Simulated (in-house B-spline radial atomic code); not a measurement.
# Ionising Xe4+ with different functionals

Computed with a radial B-spline atomic code at the basis-set limit: non-relativistic Hamiltonian, point nucleus, spin-polarised at highest spin, spherical fractional occupations for the functionals, and exact exchange of hybrids averaged over the configuration. The ionisation energy is the difference of two self-consistent energies, [Kr] 4d10 5s2 5p2 → [Kr] 4d10 5s2 5p1, without Breit or QED terms; ε is the level of the shell that loses the electron (its least bound occupied spin orbital). There is no spin-orbit coupling in this Hamiltonian.

| method | rung | ΔSCF (eV) | -ε(5p) (eV) |
| --- | --- | --- | --- |
| PBE0 | global hybrid | 53.89 | 49.91 |
| B3LYP | global hybrid | 53.90 | 49.55 |
| TPSSh | global hybrid | 53.87 | 49.08 |
| M06-2X | global hybrid | 54.04 | 51.73 |
| BHandHLYP | global hybrid | 53.76 | 51.12 |
| r2SCAN0 | global hybrid | 54.09 | 50.18 |
| B97-1 | global hybrid | ? | ? |
| HSE06 | range-separated hybrid | 53.84 | 49.43 |
| wB97X | range-separated hybrid | 53.60 | 52.19 |
| CAM-B3LYP | range-separated hybrid | 53.92 | 51.31 |
| LC-wPBE | range-separated hybrid | ? | ? |

**Question.** What does B97-1 give?

**Answer.** ΔSCF 53.72 eV, and -ε(5p) = 49.52 eV.

**Question.** What does LC-wPBE give?

**Answer.** ΔSCF 53.99 eV, and -ε(5p) = 52.93 eV.

**Question.** Among the functionals, which spreads more, the ΔSCF values or the orbital energies?

**Answer.** The orbital energies: ΔSCF values span about 0.49 eV and the orbital energies 3.85 eV; here energy differences depend much less on the functional than eigenvalues do.

**Question.** How do they compare with the NIST value?

**Answer.** NIST lists 54.1 eV ± 0.5 (semi-empirical, ground level to ground level). Errors run from -0.50 to -0.01 eV; all lie within about twice that uncertainty, so the table can't rank the methods.
